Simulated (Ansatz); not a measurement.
`[CH3][Ga]([NH2])[NH2]` and `[CH3][Al]([NH2])[NH2]` differ in one element.

Ansatz, PBE0-D4/def2-TZVP geometries, multiplicity 1. Each molecule was computed in one conformer, which needn't be the lowest.

Scalar relativity is left out up to krypton.

```
                                          property  `[CH3][Ga]([NH2])[NH2]`
size of the dipole moment (ωB97M-V/def2-TZVPP) / D                     0.16
                HOMO energy (PBE0/def2-TZVPP) / eV                    -6.57
             HOMO energy (ωB97M-V/def2-TZVPP) / eV                    -8.96
                 LUMO energy (PBE/def2-TZVPP) / eV                    -0.38
             HOMO–LUMO gap (B3LYP/def2-TZVPP) / eV                     6.42
             LUMO energy (ωB97M-V/def2-TZVPP) / eV                     1.92
```

Q: What does the change do to each property? (Estimate.)

A: Computed: 
```csv
property,`[CH3][Al]([NH2])[NH2]`,shift
size of the dipole moment (ωB97M-V/def2-TZVPP) / D,0.60,0.44
HOMO energy (PBE0/def2-TZVPP) / eV,-6.75,-0.18
HOMO energy (ωB97M-V/def2-TZVPP) / eV,-9.14,-0.18
LUMO energy (PBE/def2-TZVPP) / eV,-0.43,-0.05
HOMO–LUMO gap (B3LYP/def2-TZVPP) / eV,6.53,0.11
LUMO energy (ωB97M-V/def2-TZVPP) / eV,1.73,-0.19
```

With PBE0 the HOMO falls by 0.18 eV and the LUMO falls by 0.09 eV, so the gap widens by about 0.09 eV. PBE moves the HOMO by -0.17 eV and ωB97M-V by -0.18 eV. Dipoles are sizes alone; their direction can turn.

B3LYP here is the variant with VWN-RPA as its local correlation; programs differ in this.
